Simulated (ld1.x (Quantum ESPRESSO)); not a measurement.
Transferability test, PAW potential for tungsten (W)

- Element: W (Z = 74)
- Generator: ld1.x (Quantum ESPRESSO) 7.5
- Type: PAW
- Functional: BLYP
- Relativity: scalar-relativistic
- Frozen core: [Xe] 4f14
- Valence charge: 6
- Reference configuration: 5d4 6s2 6p0
- Partial waves: 6s (bound): rcut 2.20, rcutus 2.90 bohr; 6s channel at 3.4 Ry: rcut 2.20, rcutus 2.90 bohr; 6p (bound, empty): rcut 3.00, rcutus 3.85 bohr; 6p channel at 2.5 Ry: rcut 3.00, rcutus 3.85 bohr; 5d (bound): rcut 2.65, rcutus 3.00 bohr; 5d channel at 1 Ry: rcut 2.65, rcutus 3.00 bohr
- Local potential: all-electron potential smoothed inside 3.35 bohr (lloc = -1)
- Core correction: a·sin(br)/r model core, default radius (core density twice the valence density)
- Augmentation charge: BESSEL, radius 1.60 bohr

Energies are relative to the spin-unpolarised reference configuration 5d4 6s2 6p0; without spin polarisation the order of configurations can differ from experiment.

```
valence configuration  charge  ΔE all-electron (eV)  error AE − PS (meV)
          5d4 6s1 6p0      +1                 8.816                 -3.2
          5d4 6s0 6p0      +2                24.567                  -14
          5d3 6s0 6p0      +3                49.910                 -180
          5d2 6s0 6p0      +4                87.080                 -737
          5d3 6s2 6p1       0                 3.974                  -13
          5d4 6s0 6p1      +1                14.270                 -4.8
```

What are ΔE and the potential's error for 5d5 6s0 6p0?

ΔE = 9.731 eV all-electron; the error (AE − PS) is -32 meV.

Levels in the configuration 5d2 6s0 6p0:

```csv
level,all-electron (eV),pseudo (eV)
5d,-43.467,-44.294
```
